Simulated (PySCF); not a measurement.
HIn, charge -1, doublet, at a GFN2-xTB geometry of the parent state (such geometries of metal compounds can be far from the true shape) (a state made from the parent by changing its charge; the spin is typed, not shown lowest) (core potentials on In) (in this run its highest filled SCF level lies above zero, so its values depend strongly on the basis, on diffuse functions most of all); PySCF with HF/def2-SVP.

The PySCF input:
```python
from pyscf import gto, scf

mol = gto.Mole()
mol.atom = '''
    In   -0.00000000   -0.00000000   -0.03940380
    H     0.00000000    0.00000000    1.93078643
'''
mol.basis = 'def2-svp'
mol.ecp = {'In': 'def2-svp'}
mol.charge = -1
mol.spin = 1
mol.verbose = 4
mol.build()

mf = scf.UHF(mol)
mf.kernel()
```

### Question
What does PySCF print? Leave out banner, timings and long lists.

### Answer

```
PySCF version 2.14.0

[INPUT] verbose = 4
[INPUT] num. atoms = 2
[INPUT] num. electrons = 23
[INPUT] charge = -1
[INPUT] spin (= nelec alpha-beta = 2S) = 1
[INPUT] symmetry False subgroup None
[INPUT] Mole.unit = angstrom
[INPUT] Symbol           X                Y                Z      unit          X                Y                Z       unit  Magmom
[INPUT]  1 In     0.000000000000   0.000000000000  -0.039403800000 AA    0.000000000000   0.000000000000  -0.074462390267 Bohr   0.0
[INPUT]  2 H      0.000000000000   0.000000000000   1.930786430000 AA    0.000000000000   0.000000000000   3.648657557727 Bohr   0.0

nuclear repulsion = 5.640430685376
number of shells = 13
number of NR pGTOs = 68
number of NR cGTOs = 31
basis = def2-svp
ecp = {'In': 'def2-svp'}

******** <class 'pyscf.scf.uhf.UHF'> ********
method = UHF
initial guess = minao
damping factor = 0
level_shift factor = 0
DIIS = <class 'pyscf.scf.diis.CDIIS'>
diis_start_cycle = 1
diis_space = 8
diis_damp = 0
SCF conv_tol = 1e-09
SCF conv_tol_grad = None
SCF max_cycles = 50
direct_scf = True
direct_scf_tol = 1e-13
number electrons alpha = 12  beta = 11
Set gradient conv threshold to 3.16228e-05
init E= -168.120197036551

cycle= 1 E= -189.303934086669  delta_E= -21.2  |g|= 0.859  |ddm|= 8.32
cycle= 2 E= -189.716660684888  delta_E= -0.413  |g|= 0.365  |ddm|= 2.55
cycle= 3 E= -189.756747589495  delta_E= -0.0401  |g|= 0.0227  |ddm|= 0.34
cycle= 4 E= -189.757682937893  delta_E= -0.000935  |g|= 0.00821  |ddm|= 0.093
cycle= 5 E= -189.75784254031  delta_E= -0.00016  |g|= 0.00238  |ddm|= 0.0492
cycle= 6 E= -189.757861785355  delta_E= -1.92e-05  |g|= 0.000835  |ddm|= 0.019
cycle= 7 E= -189.757864572208  delta_E= -2.79e-06  |g|= 0.000309  |ddm|= 0.00835
cycle= 8 E= -189.757865040229  delta_E= -4.68e-07  |g|= 0.000211  |ddm|= 0.0021
cycle= 9 E= -189.757865348682  delta_E= -3.08e-07  |g|= 0.000117  |ddm|= 0.002
cycle= 10 E= -189.757865455377  delta_E= -1.07e-07  |g|= 1.89e-05  |ddm|= 0.0017
cycle= 11 E= -189.757865456494  delta_E= -1.12e-09  |g|= 6.33e-06  |ddm|= 0.000119
cycle= 12 E= -189.757865456597  delta_E= -1.03e-10  |g|= 1.33e-06  |ddm|= 3.11e-05
Extra cycle  E= -189.7578654566  delta_E= -3.47e-12  |g|= 7.2e-07  |ddm|= 3.63e-06
converged SCF energy = -189.7578654566  <S^2> = 0.76088489  2S+1 = 2.0108554
```
